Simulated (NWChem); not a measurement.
**Basis-set convergence for iodine monochloride (ClI)**

SMILES: ClI
```xyz
2

Cl     0.0000     0.0000     1.7843
I      0.0000     0.0000    -0.5723
```
Charge 0, spin multiplicity 1.

Program: NWChem. Structure: optimised with PBE0/def2-SVP with def2 effective core potentials on I, a minimum by its harmonic frequencies.

Quantity: vertical ionisation energy at the level ΔMP2 (Δ: difference of total energies, the cation a doublet at the parent's geometry with its hole in an orbital of symmetry b2 (C2v labels); it is the state that the SCF runs reached, from PBE0 orbitals for Hartree-Fock references, and need not be the lowest).

Effective core potentials replace the inner electrons of I; spin-orbit coupling is left out. The correlated methods keep 9 core orbitals frozen. No SCF solution was tested for a lower state. Open-shell Hartree-Fock references start from PBE0 orbitals; any time given for them includes that run.

Costs are rough ratios of processor time within this set of runs, SCF included, with def2-SVP as 1.

| basis | functions | vertical ionisation energy (eV) | relative cost |
|---|---|---|---|
| def2-SVP | 44 | … | 1 |
| def2-SVPD | 62 | 10.33 | under 3 |
| def2-TZVP | 87 | 10.43 | 4 |
| def2-TZVPP | 92 | 10.43 | 4 |
| def2-TZVPD | 105 | … | 6 |
| def2-QZVP | 152 | … | 20 |

Q: What belongs in the gaps?

A: 
- def2-SVP, vertical ionisation energy (eV): 10.18
- def2-TZVPD, vertical ionisation energy (eV): 10.45
- def2-QZVP, vertical ionisation energy (eV): 10.56
